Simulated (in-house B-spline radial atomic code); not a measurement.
Values are calculated unless marked as measured or tabulated.
**Ghost states of the separable form: Co**

Co, [Ar] 3d7 4s2, non-relativistic PBE, spherical and spin-unpolarised, from an all-electron radial atomic-structure program (B-spline basis) (atomic units; all potentials screened as in the neutral atom).

Troullier-Martins channels: 4s (ε = -0.1972, r_c = 2.66 bohr), 3d (ε = -0.3127, r_c = 2.22 bohr). In the Kleinman-Bylander form one channel serves as the local potential, and each other channel l becomes |δV u><u δV|/<u|δV|u>, with δV = V_l − V_local and u the pseudo-orbital. Its strength is E_KB = <u|δV²|u>/<u|δV|u>. By the analysis of Gonze, Stumpf and Scheffler a spurious state lies below the reference level ε if E_KB > 0 and ε is above the second level of the local potential alone, or if E_KB < 0 and ε is above its first. The table's levels are those of angular momentum l in a sphere of 9 bohr, whose wall can lift a shallow ε a little above its free-atom value.

| local | channel | <u δV u> | <u δV² u> | ε | first local level | second local level |
| --- | --- | --- | --- | --- | --- | --- |
| s | d | -5.0453 | 41.129 | -0.3127 | 0.1019 | 0.3393 |
| d | s | 0.20583 | 1.7035 | -0.1968 | -7.1803 | -0.6357 |

Problem. Apply the rule to each row.

Solution. Local s, channel d: E_KB = -8.15, so ε = -0.3127 is set against 0.1019: no ghost. Local d, channel s: E_KB = +8.28, so ε = -0.1968 is set against -0.6357: a ghost.

Diagonalising the separable Hamiltonian gives:

```
local  channel       three lowest levels  all-electron, two lowest valence levels
    s        d   -0.3127, 0.1141, 0.3807                          -0.3127, 0.1124
    d        s  -2.4369, -0.1968, 0.0878                          -0.1968, 0.0877
```

Problem. Which choices of local channel are safe?

Solution. Free of ghosts: s. With d local the s channel has a ghost 2.24 hartree below ε, since the local potential binds more than one state below ε, and a repulsive term of rank one raises each level at most to the next, so it clears only one of them. Among the safe choices the second level, which tests transfer, is off by at most 1.7 millihartree (s local).
